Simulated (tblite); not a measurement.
Run record: molecular-dynamics run, `CC(=O)n1c(F)cnc1Cl`.

Computed with GFN2-xTB (tblite), gas phase: Langevin dynamics at 300 K from the optimised GFN2-xTB geometry, time step 0.5 fs, friction 0.01 fs⁻¹, 2000 steps. The input is one job of a driver script: a line of settings, then coordinates in Å. «temperature» is in K, «steps» counts time steps and «every» is the stride of the printed frames; «frames» go on to single points.

Command:
```bash
OMP_NUM_THREADS=1 python probes_run.py task.json out
```

Input:
```
{"job": {"kind": "md", "xc": "GFN2-xTB", "basis": "xTB", "temperature": 300, "steps": 2000, "every": 50, "frames": 5}, "charge": 0, "multiplicity": 1}
C     -1.952272    -0.792029     0.103703
C     -1.217853     0.473703    -0.208285
O     -1.738147     1.501028    -0.529150
N      0.196416     0.389084    -0.099205
C      1.006246    -0.684086     0.249160
F      0.506693    -1.878431     0.552128
C      2.297029    -0.280331     0.214457
N      2.339372     1.036921    -0.150215
C      1.115296     1.412580    -0.329045
Cl     0.669082     2.963824    -0.789002
H     -1.748657    -1.114216     1.122943
H     -3.016884    -0.607585    -0.011918
H     -1.647445    -1.590382    -0.570026
H      3.190446    -0.830553     0.422290
```

Question: Estimate the output. One trajectory will do; the random numbers aren't given.

Answer: 
```
t/fs     T/K      E/eV
    0.0   232.4   -869.32529
   25.0   242.4   -869.10425
   50.0   289.7   -869.02688
   75.0   227.2   -868.99687
  100.0   219.6   -869.04162
  125.0   199.6   -869.03017
  150.0   217.4   -869.06186
  175.0   234.9   -869.01298
  200.0   312.7   -869.06669
  225.0   289.7   -868.94875
  250.0   300.8   -868.84148
  275.0   422.7   -868.90106
  300.0   453.9   -868.92686
  325.0   379.9   -868.91898
  350.0   382.2   -868.81003
  375.0   330.8   -868.92219
  400.0   375.2   -869.05296
  425.0   355.6   -868.84653
  450.0   307.1   -868.79071
  475.0   304.9   -868.85653
  500.0   328.8   -868.73817
  525.0   377.3   -868.84067
  550.0   261.5   -868.84807
  575.0   214.7   -868.90539
  600.0   296.6   -868.71749
  625.0   365.8   -868.91463
  650.0   250.8   -868.78295
  675.0   292.4   -869.01063
  700.0   239.2   -868.74835
  725.0   258.8   -868.79240
  750.0   304.6   -868.77578
  775.0   193.6   -868.83445
  800.0   276.0   -868.76381
  825.0   263.8   -868.86430
  850.0   318.2   -868.87975
  875.0   215.3   -868.68718
  900.0   277.0   -868.89188
  925.0   311.1   -868.89147
  950.0   297.8   -868.77866
  975.0   332.7   -868.84798
 1000.0   309.1   -868.96055
```

E is the potential energy; T comes from the kinetic energy over all 3N coordinates.

Question: Sum up the printed frames.

Answer: 41 frames over 1000 fs. T runs from 194 K (775 fs) to 454 K (300 fs), with a mean of 294 K over all frames and 285 K from 500 fs on. E starts at -869.325 eV, peaks 0.638 eV above that at 875 fs, and averages 0.493 eV above it from 500 fs on.

Question: Give the last frame.

Answer: 0.97 Å rms from the start after alignment:
```
atom  x, y, z in Å
C1     -1.830   -0.662    0.437
C2     -0.895    0.264   -0.222
O3     -1.226    1.009   -1.106
N4      0.362    0.278    0.486
C5      1.122   -0.817    0.860
F6      0.802   -2.065    0.561
C7      2.231   -0.323    1.518
N8      2.137    1.047    1.649
C9      1.048    1.343    1.023
Cl10    0.428    2.901    0.691
H11    -2.795   -0.445    0.083
H12    -1.565   -1.684    0.309
H13    -1.727   -0.483    1.501
H14     2.963   -0.850    2.091
```

On one thread of an INTEL XEON PLATINUM 8581C at 2.10 GHz (shared host), this took 19 s of wall time and 0.18 GiB of memory at its peak.
